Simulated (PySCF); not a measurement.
[PySCF 2.14: PBE0/pcSseg-1 with gauge-including orbitals; GFN2-xTB structure; single conformer; one averaged value for each set of equivalent atoms; relativity neglected; in vacuum]

Referencing at the same level of theory: 1H, 13C vs TMS. Shifts are as computed. Against solution values, carbons near 30 ppm lie about +3 ppm off and those near 130 ppm about +5 ppm; carbons on Cl a further +6 ppm. Of 1211 compounds with measured shifts, 218 miss one by over three times the rms of a fit or turn the order of signals round; such compounds aren't used in these exercises. Carbons bonded to Cl come out too deshielded. OH and NH positions are gas-phase values without hydrogen bonding to other molecules.

Question: Order these molecules by the shift of their most deshielded carbon-bound hydrogen, lowest δ first.
A. C=C(Cl)O/C=C/O[SiH3]
B. O=C(O[SiH3])C(=O)OC1CC1
C. CN1C=CN(C)P1(=N)P

Answer: B (5.26 ppm, hydrogen on a three-membered-ring carbon), C (5.76 ppm, hydrogen on an alkene carbon bearing nitrogen), A (6.96 ppm, hydrogen on an alkene carbon bearing oxygen).

Question: Order these molecules by the shift of their most shielded carbon-bound hydrogen, lowest δ first.
A. O=C(O[SiH3])C(=O)OC1CC1
B. CC#CCC1=COC=CO1
C. CN1C=CN(C)P1(=N)P
D. C=C(Cl)O/C=C/O[SiH3]

Answer: A (0.79 ppm, hydrogen on a three-membered-ring carbon), B (1.98 ppm, hydrogen on a propargylic methyl carbon), C (2.95 ppm, hydrogen on a methyl carbon bonded to N), D (4.55 ppm, hydrogen on a β carbon of an enol-ether or enamine type C=C).

Question: How many 13C and 1H signals does each give (equivalence by symmetry and fast rotation, but not about amide C–N or C=N bonds)? `CN1C=CN(C)P1(=N)P`, `O=C(O[SiH3])C(=O)OC1CC1`, `CC#CCC1=COC=CO1`, `C=C(Cl)O/C=C/O[SiH3]`

Answer: CN1C=CN(C)P1(=N)P: 2 C, 4 H; O=C(O[SiH3])C(=O)OC1CC1: 4 C, 4 H; CC#CCC1=COC=CO1: 8 C, 5 H; C=C(Cl)O/C=C/O[SiH3]: 4 C, 5 H.
